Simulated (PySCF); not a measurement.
Point-charge models of `C(C)SC(F)(F)F` against its computed dipole.

Coordinates (GFN2-xTB, Å) and charges (e) from the PBE0/pcSseg-1 density (PySCF):

```tsv
atom	x	y	z	Mulliken	IAO	Hirshfeld	ESP-fitted
C1	1.960	0.009	0.429	-0.2699	-0.4212	-0.1147	-0.2944
C2	0.541	-0.358	0.046	-0.3995	-0.3243	-0.0668	+0.0566
S3	-0.515	1.148	0.112	+0.0089	+0.0819	-0.0124	-0.1882
C4	-2.070	0.349	-0.386	+0.6781	+0.7021	+0.2416	+0.2820
F5	-1.975	-0.219	-1.594	-0.2579	-0.2772	-0.0927	-0.1234
F6	-3.060	1.229	-0.431	-0.2435	-0.2614	-0.0853	-0.0676
F7	-2.426	-0.624	0.460	-0.2579	-0.2772	-0.0928	-0.1249
H8	1.991	0.416	1.436	+0.1307	+0.1510	+0.0446	+0.1155
H9	2.586	-0.879	0.389	+0.1360	+0.1574	+0.0541	+0.0870
H10	2.361	0.751	-0.257	+0.1306	+0.1511	+0.0445	+0.1143
H11	0.493	-0.741	-0.973	+0.1722	+0.1589	+0.0399	+0.0703
H12	0.117	-1.081	0.742	+0.1722	+0.1589	+0.0400	+0.0727
```

Problem. Compute μ = Σ q r for each scheme (1 e·Å = 4.803 D) and compare with the dipole of the full density.

Solution. The full density gives (2.31, -0.95, 0.32) D, 2.51 D in size; dipole vectors point from the negative to the positive end.

```csv
scheme,μx,μy,μz,size (D),share of the full size (%),angle to the full dipole (°)
Mulliken,3.61,0.12,0.81,3.71,147,24
IAO,3.29,0.54,0.83,3.44,137,32
Hirshfeld,1.31,-0.01,0.29,1.34,53,22
ESP-fitted,2.35,-0.92,0.34,2.54,101,1
```

Problem. Which set comes closest?

Solution. Length of the difference vector: ESP-fitted 0.05 D, Hirshfeld 1.37 D, Mulliken 1.76 D, IAO 1.86 D. Closest: ESP-fitted. The schemes that divide the density aren't constrained to reproduce the dipole.

Problem. What is left for the Hirshfeld atoms' own dipoles?

Solution. The shares of the density sum to the whole, so what Σ q r misses lies in dipoles about the nuclei. The atomic dipoles sum to (2.31, -0.95, 0.32) − (1.31, -0.01, 0.29) = (1.00, -0.94, 0.03) D, 1.37 D in size.

Problem. With the origin at the mean of the coordinates, (0.000, 0.000, -0.002) Å, which are the largest single terms, by size, of the ESP-fitted dipole along the direction of the full one?

Solution. C4 -2.82, C1 -2.61, F7 +1.16, H9 +1.15, F5 +1.14 D; all 12 atoms together +2.54 D. The single terms depend on the origin, their sum doesn't.

Problem. Give the size of the full dipole in other units.

Solution. 2.51 D = 0.989 au = 0.524 e·Å = 8.39 × 10⁻³⁰ C·m.

Isolated species at its GFN2-xTB geometry (one conformer only).

The values belong to the conformer `[CH3:1][CH2:2][S:3][C:4]([F:5])([F:6])[F:7]`: C1–C2–S3–C4 180°, C2–S3–C4–F5 -60°.
